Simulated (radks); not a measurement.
Numerical settings for neutral helium, [He]. Calculated with a radial shooting solver on a logarithmic mesh with Libxc functionals: non-relativistic Kohn-Sham, r2SCAN, spin-unpolarised, spherical densities, point nucleus; meta-GGA in the generalised Kohn-Sham scheme. The defaults (mesh step 0.008 in ln r, mesh end at 40 bohr or more with all orbitals vanishing there, Anderson mixing 0.5 over 9 steps, residual threshold near 1e-9 with the energy settled to 1e-9 hartree or 1e-11 of itself, here a cap of 84 iterations) give E = -2.905 hartree and 1s at -16.537 eV in 10 iterations. Run on one thread of a shared host, so times are rough (Arm Neoverse N1): 0.04 s of CPU time, 0.04 s wall, 10 iterations on 2476 mesh points. Changes against that run (0 stands for a change within the tolerance of the run):

setting                     iterations  converged  E (mhartree)  e(1s) (meV)  CPU (s)
mesh step in ln r 0.005             10        yes             0            0     0.06
mesh step in ln r 0.12              84         no      -1.4e+04            -     0.09
mesh step in ln r 0.2               84         no     -1.31e+04            -     0.07
mesh end (bohr) 5                   10        yes        +0.438        +42.3     0.04
mesh end (bohr) 3                    9        yes         +33.5    +1.59e+03     0.03
residual threshold 1e-05             9        yes             0      -0.0378     0.04
residual threshold 0.001             8        yes             0       +0.373     0.03
mixing 1.5                           9        yes             0            0     0.03
linear mixing, mixing 0.8           12        yes             0     +0.00667     0.04
linear mixing, mixing 0.05          84         no      +0.00159         -138     0.25
mixing history 3                    11        yes             0            0     0.04
iteration cap 3                      3         no       +0.0741        -73.5     0.01

Settings that end as converged yet miss the energy by more than 1 mhartree: mesh end (bohr) 3 (+0.0335 hartree). A mesh that ends early acts as a hard wall.
